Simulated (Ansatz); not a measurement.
`C[SiH2][SiH](O)Cl` + `CO[SiH](N)O` → `CO[Si@@H](O)[Si@@H](O)Cl` + `C[SiH2]N`  (redistribution)

Calculated with Ansatz (gas phase, PBE0-D4/def2-TZVP geometries, no zero-point term in ΔE). CBS: MP2 limit from def2 TZ/QZ plus the TZ coupled-cluster correction, frozen cores. Functionals use def2-TZVPP. Each species was taken in one conformer, which may not be the lowest.

```json
{"level": "PBE-D4", "ΔE (kJ/mol)": "38.4", "difference from CCSD(T)/CBS": "-1.9"}
{"level": "ωB97X-V", "ΔE (kJ/mol)": "38.8", "difference from CCSD(T)/CBS": "-1.5"}
{"level": "B2PLYP", "ΔE (kJ/mol)": "38.4", "difference from CCSD(T)/CBS": "-1.9"}
{"level": "PBE", "ΔE (kJ/mol)": "38.6", "difference from CCSD(T)/CBS": "-1.7"}
{"level": "PBE0", "ΔE (kJ/mol)": "40.8", "difference from CCSD(T)/CBS": "0.5"}
{"level": "CCSD/def2-TZVPP", "ΔE (kJ/mol)": "40.9", "difference from CCSD(T)/CBS": "0.6"}
{"level": "CCSD(T)/def2-TZVPP", "ΔE (kJ/mol)": "41.0", "difference from CCSD(T)/CBS": "0.7"}
{"level": "HF/def2-QZVPP", "ΔE (kJ/mol)": "38.5", "difference from CCSD(T)/CBS": "-1.8"}
{"level": "MP2/def2-QZVPP", "ΔE (kJ/mol)": "40.1", "difference from CCSD(T)/CBS": "-0.2"}
{"level": "HF/CBS(def2)", "ΔE (kJ/mol)": "38.5", "difference from CCSD(T)/CBS": "-1.8"}
{"level": "CCSD(T)/CBS", "ΔE (kJ/mol)": "40.3", "difference from CCSD(T)/CBS": "0"}
```

Largest T1 diagnostic among the species: 0.012.
